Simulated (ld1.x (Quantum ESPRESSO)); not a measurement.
# Fe (Z = 26), RRKJ: configuration errors across variants

* Element: iron
* Generator: ld1.x (Quantum ESPRESSO) 7.5
* Type: norm-conserving RRKJ (Kleinman–Bylander form)
* Functional: LDA (PZ)
* Relativity: scalar-relativistic
* Frozen core: [Ar]
* Valence charge: 8
* Reference configuration: 3d6 4s1.75 4p0.25
* Partial waves: 4s (bound): rc 2.10 bohr; 3d (bound): rc 1.65 bohr; 4p (bound): rc 2.75 bohr
* Local potential: the p channel
* Core correction: Bessel-smoothed model core inside 1.15 bohr
* rho0: 0.001

All-electron excitation energies from the reference (eV): (1) 3d6 4s2 4p0 -1.020; (2) 3d6 4s1 4p0 7.961; (3) 3d6 4s0 4p0 24.453; (4) 3d5 4s0 4p0 58.982; (5) 3d6 4s0 4p2 7.593; (6) 3d7 4s0 4p0 5.839; (7) 3d6.5 4s1.5 4p0 -1.769; (8) 3d6 4s1.75 4p0.25 spin -3.560; (9) 3d6 4s2 4p0 spin -4.409.

Spin tests fill each open shell by Hund’s rule, majority spin first.

Tests that are not counted but printed errors over 1 eV. “all radii but the core radius scaled by about 1.28 (s 2.70, p 3.52, d 2.12 bohr)”: all (the test run did not reproduce the reference configuration, from which every error is measured).

5 further variants failed, have other tests or another functional or relativity, and are left out.

A true bound ghost makes a file unfit for plane-wave use even where its test errors are small: the radial tests pick states by their node count and pass the ghost by. Where a test does run into it, the solver fails or the error is huge.

Errors AE − PS in meV (a dash: test not solved or not reliable):

| change | (1) | (2) | (3) | (4) | (5) | (6) | (7) | (8) | (9) | bound ghosts |
| --- | --- | --- | --- | --- | --- | --- | --- | --- | --- | --- |
| base | -0.3 | -13 | -34 | -429 | -4.5 | -324 | -92 | +155 | +149 | s |
| type PAW; waves now 4s (bound): rcut 1.85, rcutus 2.10 bohr; 4s channel at 0.15 Ry: rcut 1.85, rcutus 2.10 bohr; 4p (bound): rcut 2.40, rcutus 2.75 bohr; 4p channel at 2.3 Ry: rcut 2.40, rcutus 2.75 bohr; 3d (bound): rcut 1.45, rcutus 1.65 bohr; 3d channel at 0.25 Ry: rcut 1.45, rcutus 1.65 bohr; local potential all-electron potential smoothed inside 1.30 bohr (lloc = -1); augmentation BESSEL, radius 1.50 bohr; rho0 0 | +0.1 | -1.3 | -7.3 | -298 | -2.4 | -104 | -21 | -15 | -17 | s |
| wave 4s (bound): rc 2.10 bohr becomes 4s (bound): rc 2.52 bohr | -0.3 | -14 | -31 | -425 | -3.1 | -322 | -92 | +155 | +148 | s |
| wave 4p (bound): rc 2.75 bohr becomes 4p (bound): rc 2.44 bohr | -0.2 | -11 | -34 | -430 | -4.5 | -324 | -85 | +158 | +154 | s |
| wave 3d (bound): rc 1.65 bohr becomes 3d (bound): rc 1.50 bohr | -0.3 | -14 | -39 | -463 | -5.3 | -371 | -99 | +141 | +136 | s |
| core correction Bessel-smoothed model core inside 1.70 bohr | -0.2 | -13 | -32 | -410 | -4.1 | -305 | -88 | +1164 | +1154 | s |
| all radii but the core radius scaled by about 1.28 (s 2.70, p 3.52, d 2.12 bohr) | – | – | – | – | – | – | – | – | – | s |

(1) Give the same row for: local potential the d channel.

## Answers

(1) 0.0, -4.5, -36, -189, –, -250, -42, +127, +132; bound ghosts: s, p. Not counted: 3d6 4s0 4p2 (solver errors, printed error -11.0 eV).
